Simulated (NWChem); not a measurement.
System: BeSiH₄O; SMILES [OH][Be][SiH3]

The following NWChem deck was run.

```
start job
memory heap 200 mb stack 900 mb global 1100 mb
geometry units angstroms noautosym nocenter noautoz
  Be     0.655791     0.044092    -0.456705
  O      1.779292     0.069413    -1.278714
  H      2.540842     0.087342    -1.843069
  Si    -1.091093     0.003944     0.822007
  H     -1.928217    -1.222167     0.603309
  H     -1.991115     1.182296     0.591749
  H     -0.729931     0.020512     2.278400
end
basis spherical
  * library pcsseg-1
end
dft
  xc kt2
  iterations 150
end
property
  shielding 5 1 2 3 4 5
end
task dft property
```

Geometry: optimised at PBE0/def2-SVP.

GIAO values for the isolated, static molecule; σ is the absolute isotropic shielding, δ = σ(reference) − σ with the isolated reference molecule computed at the same levels (1H: tetramethylsilane, 17O: water, 29Si: tetramethylsilane).

Atoms are numbered as in the input.

Problem. Give the results of this calculation. (KT2/pcSseg-1, GIAO.) Quantities: σ Be1 (ppm); δ O2 (ppm); δ H3 (ppm); δ Si4 (ppm); δ H5 (ppm).

Solution. 
| Item | Value |
|---|---|
| σ Be1 (ppm) | 107.4 |
| δ O2 (ppm) | 56.9 |
| δ H3 (ppm) | 2.20 |
| δ Si4 (ppm) | -147.0 |
| δ H5 (ppm) | 2.87 |
